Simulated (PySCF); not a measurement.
**Working out the ionisation energy of P²⁺**

P²⁺ [Ne] 3s2 3p1 (2P) → P³⁺ [Ne] 3s2 (1S). Computed with PySCF 2.14 in aug-cc-pVQZ-DK (7s6p4d3f2g, 84 functions), with the spin-free X2C one-electron Hamiltonian (Gaussian nucleus). Frozen: [Ne]. Energies in hartree (1 hartree = 27.21139 eV):

```json
{"part": "UHF", "P²⁺ (lower)": "-340.466531", "P³⁺ (upper)": "-339.379603"}
{"part": "MP2 opposite-spin", "P²⁺ (lower)": "-0.045787", "P³⁺ (upper)": "-0.036762"}
{"part": "MP2 same-spin", "P²⁺ (lower)": "-0.003039", "P³⁺ (upper)": "0.000000"}
```

Q: What does Hartree-Fock give?

A: (-339.379603) − (-340.466531) = 1.086928 hartree = 29.577 eV.

Q: What do MP2 and SCS-MP2 (6/5 opposite-spin, 1/3 same-spin) give?

A: The opposite-spin parts differ by 0.246 eV and the same-spin parts by 0.083 eV. MP2: 29.577 + (0.246) + (0.083) = 29.906 eV. SCS-MP2: 29.577 + 1.2 × (0.246) + (0.083)/3 = 29.900 eV.

A first-order spin-orbit estimate adds 0.041 eV to MP2 (valence), giving 29.947 eV against 30.203 eV (measured; NIST Atomic Spectra Database, ionization energies).

What remains against the reference includes basis incompleteness, the frozen core and correlation beyond second order.
